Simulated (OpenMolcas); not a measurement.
## How methods differ on CH5AsSi (SMILES C1[SiH2][AsH]1)

The species is CH5AsSi (8 atoms), meant as a singlet with charge 0. As SMILES, `C1[SiH2][AsH]1`. Geometry: relaxed at PBE0-D4/def2-TZVP.

```xyz
8

C    -0.7703    0.0179   -0.5760
Si    0.7078    0.6631    0.3157
As   -0.5381   -1.1227    1.1072
H    -0.6672   -0.5240   -1.5093
H    -1.6907    0.5918   -0.5223
H     0.5813    1.9739    0.9905
H     2.0408    0.4223   -0.2771
H     0.4284   -2.0794    0.4156
```

Quantity: the energy change with the Si2–H7 bond stretched from 1.479 to 2.662 Å, in eV. The values are calculated.

```csv
level,kind,program,value (eV),less CCSD(T)/def2-SVP
HF/def2-SVP (unrestricted),Hartree–Fock,OpenMolcas,3.84,+0.80
SVWN5/def2-SVP (restricted),LDA,OpenMolcas,2.98,-0.06
BLYP/def2-SVP (restricted),GGA,OpenMolcas,2.91,-0.13
PBE/def2-SVP (restricted),GGA,OpenMolcas,2.97,-0.07
M06-L/def2-SVP (restricted),meta-GGA,OpenMolcas,3.26,+0.22
BHLYP/def2-SVP (restricted),global hybrid,OpenMolcas,3.55,+0.51
M06-2X/def2-SVP (restricted),hybrid meta-GGA,OpenMolcas,3.44,+0.40
B2PLYP/def2-SVP (restricted),double hybrid,OpenMolcas,3.32,+0.28
MP2/def2-SVP (restricted),perturbation theory,OpenMolcas,3.51,+0.47
CCSD(T)/def2-SVP (restricted),coupled cluster or CI,OpenMolcas,3.04,0.00
```

CCSD(T)/def2-SVP (restricted) is the highest level here, not the true value. At this stretch a single reference begins to fail. All-electron rows without a relativistic Hamiltonian named are non-relativistic. The first shape isn't each level's own minimum. The values span 2.91 to 3.84 eV. In the correlated wave-function rows the outer d shell of As is correlated, in sets not made for it.
